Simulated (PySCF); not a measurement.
# Absolute configuration from chiroptical data

The calculation used TDDFT B3LYP/def2-SVPD circular dichroism and optical rotation, one conformer, gas phase in PySCF 2.14.0. Geometry: GFN2-xTB.

Values for one enantiomer of C7H5ClFN, R in 10⁻⁴⁰ esu² cm² (velocity form):
| λ (nm) | f | R |
| --- | --- | --- |
| 278 | 0.107 | +163.9 |
| 227 | 0.006 | -1.9 |
| 222 | 0.019 | +4.8 |
| 217 | 0.020 | -18.9 |
| 198 | 0.010 | -22.3 |
| 193 | 0.008 | +4.6 |
| 190 | 0.021 | -17.9 |
| 187 | 0.010 | -13.2 |

[α] at 589.3 nm: +1623 deg dm⁻¹ (g/mL)⁻¹ (origin-invariant length gauge).

(1) Which structure gives these signs?
A. N#C[C@H]1C(F)=CC=C[C@@H]1Cl
B. N#C[C@@H]1C(F)=CC=C[C@H]1Cl

## Answers

(1) A. Its CIP labels in SMILES order are S, S; the other enantiomer gives every sign reversed.

Geometry of N#C[C@H]1C(F)=CC=C[C@@H]1Cl as run:
```xyz
15

N    -0.011   -2.989   -0.673
C    -0.126   -2.048   -0.036
C    -0.263   -0.842    0.762
C     1.087   -0.180    0.837
F     1.883   -0.632    1.819
C     1.490    0.735   -0.042
C     0.574    1.176   -1.071
C    -0.723    0.863   -1.029
C    -1.293    0.082    0.104
Cl   -1.881    1.279    1.345
H    -0.592   -1.135    1.766
H     2.478    1.161    0.014
H     0.971    1.785   -1.867
H    -1.420    1.234   -1.763
H    -2.180   -0.483   -0.188
```
